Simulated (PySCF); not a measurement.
Compound: B(OH)3.
Structure used (PBE0-D3(BJ)/def2-SVP), in Å, numbered top down from 1:
```
atom  x, y, z in Å
B1     0.1789   -0.1294   -0.0766
O2     1.4992   -0.2075   -0.3866
H3     1.9364    0.6362   -0.2418
O4    -0.3147    1.0699    0.3780
H5    -1.2521    1.0777    0.5824
O6    -0.5608   -1.2643   -0.2446
H7    -1.4869   -1.1825   -0.0108
```

The closed-shell ground state was solved at several levels (PySCF, density fitting, gas phase, non-relativistic).

```json
{"level": "PBE0/pcSseg-1", "basis functions": "83", "HOMO (eV)": "-9.09", "LUMO (eV)": "0.48", "gap (eV)": "9.57", "dipole (D)": "3.22"}
{"level": "CAM-B3LYP/def2-SVPD", "basis functions": "113", "HOMO (eV)": "-10.87", "LUMO (eV)": "0.09", "gap (eV)": "10.96", "dipole (D)": "3.05"}
{"level": "B3LYP/pcSseg-1", "basis functions": "83", "HOMO (eV)": "-8.77", "LUMO (eV)": "0.04", "gap (eV)": "8.81", "dipole (D)": "3.20"}
```

(1) Estimate the row for B3LYP/pcJ-1, a basis of 138 functions; the other rows only guide the guess.

(2) How far do the dipole and the HOMO energy spread over the levels?

## Answers

(1) HOMO -8.75 eV, LUMO 0.05 eV, gap 8.80 eV, dipole 3.28 D.

(2) The dipole runs from 3.05 to 3.28 D (mean 3.19 D) and the HOMO from -10.87 to -8.75 eV.

One conformer stands for the species.
